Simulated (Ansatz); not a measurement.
Task: Name a neutral molecule of B, C, N, Si and H with LUMO energy (B3LYP/def2-TZVPP) between -0.90 and -0.60 eV and HOMO energy (ωB97M-V/def2-TZVPP) between -9.70 and -9.40 eV (Ansatz, PBE0-D4/def2-TZVP geometry).

Result: `B1NC[SiH2]1` (-0.64 eV, -9.58 eV); `C=C[SiH2]BN` (-0.87 eV, -9.42 eV). Other molecules can fit too; these were computed, each in one conformer that needn't be the lowest.

B3LYP here is the variant with VWN-RPA as its local correlation; programs differ in this.
